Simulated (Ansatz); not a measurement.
Basis sets compared for In(H2O)F3 (InOF₃H₂). Charge 0, multiplicity 1. Geometry PBE0-D4/def2-SVP. Ansatz on 4 threads of Arm Neoverse V2 on a shared host; times are rough, and most runs start from earlier orbitals.

```xyz
7

In   -0.4242   -0.4611    0.7691
O     0.8497    0.7445   -0.6803
H     0.1857    1.3235   -1.0884
H     1.0661    0.0754   -1.3499
F     0.1721   -0.4124    2.6138
F     0.0264   -1.9644   -0.4040
F    -1.8759    0.6945    0.1398
```

In the def2 sets In takes a core potential; there is no spin–orbit coupling.

Binding counts from free atoms (In doublet, O triplet, H doublet, F doublet) in the same basis, without a counterpoise term.

| level | functions | energy (Eh) | HOMO (eV) | LUMO (eV) | binding per atom (eV) | wall time |
| --- | --- | --- | --- | --- | --- | --- |
| PBE-D4/def2-SVP | 92 | -565.5246 | -8.07 | -3.11 | 3.43 | 0.65 s |
| PBE-D4/def2-TZVP | 186 | -566.0195 | -8.55 | -3.44 | 3.44 | 1.4 s |
| r2SCAN-D4/def2-TZVP | 186 | -566.2917 | -9.00 | -3.18 | 3.38 | 2.7 s |
| PBE0-D4/def2-SVP | 92 | -565.5200 | -10.17 | -2.22 | 3.26 | 0.95 s |
| PBE0-D4/def2-TZVP (with forces) | 186 | -566.0091 | -10.53 | -2.49 | 3.29 | 2.8 s |

Estimate the rows for PBE-D4/def2-TZVPD, r2SCAN-D4/def2-TZVPD, PBE0-D4/def2-TZVPD.


| level | functions | energy (Eh) | HOMO (eV) | LUMO (eV) | binding per atom (eV) | wall time |
| --- | --- | --- | --- | --- | --- | --- |
| PBE-D4/def2-TZVPD | 234 | -566.0251 | -8.66 | -3.57 | 3.45 | 2.5 s |
| r2SCAN-D4/def2-TZVPD | 234 | -566.2962 | -9.06 | -3.26 | 3.38 | 4.1 s |
| PBE0-D4/def2-TZVPD | 234 | -566.0138 | -10.60 | -2.62 | 3.29 | 3 s |
